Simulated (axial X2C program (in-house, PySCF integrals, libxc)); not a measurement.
Bond lengths and stretching modes, held linear, of NSeO

Computed with an in-house all-electron X2C program for linear molecules (integrals from PySCF): two-component X2C with atomic mean-field Coulomb and Gaunt terms, Gaussian nuclei, basis N dyall-av3z, Se dyall-v3z, O dyall-av3z with contracted cores. Spin-free rows use the one-electron spin-free X2C Hamiltonian.

Masses N 14.003, Se 79.917, O 15.995 u. States: 2c Ω = 1/2 (beyond evenly filled blocks: ω = 1/2); spin-free M_S = 1/2, Λ = 0 (beyond evenly filled blocks: σα).

r2SCAN, spin-free: energies above the lowest point

```tsv
r(N–Se) (Å)	r(Se–O) (Å)	E (meV)
1.5815	1.6390	139.09
1.5815	1.6810	83.86
1.5815	1.7230	75.97
1.6220	1.6390	53.20
1.6220	1.6810	5.40
1.6220	1.7230	5.11
1.6220	1.7651	39.45
1.6625	1.6390	39.92
1.6625	1.6810	0.00
1.6625	1.7230	7.73
1.7031	1.6810	50.99
1.7031	1.7651	117.08
```

Task: Fit a quadratic surface with cubic terms in each bond: where is the minimum, and what are the two stretching wavenumbers?

Result: At r2SCAN, spin-free: bonds 1.643 and 1.697 Å; harmonic stretches 690.8 and 936.1 cm⁻¹; force constants 6.28, 3.85 and coupling 0.74 mdyn/Å.

The other levels and Hamiltonians give:

| Hamiltonian | level | r(N–Se) (Å) | r(Se–O) (Å) | lower stretch (cm⁻¹) | upper stretch (cm⁻¹) |
| --- | --- | --- | --- | --- | --- |
| 2c | r2SCAN | 1.644 | 1.698 | 691.1 | 935.5 |

Each state is one determinant, the lowest of a limited PBE0 search; the stretches come from a fit to these few points and carry an uncertainty of a few per cent. Other orders of the atoms were not compared. Left out for rough or failed fits: PBE0 2c, HF 2c, MP2 2c, PBE0 spin-free, HF spin-free, MP2 spin-free. The molecule was held linear; bending was not examined, so a bent shape may lie lower.
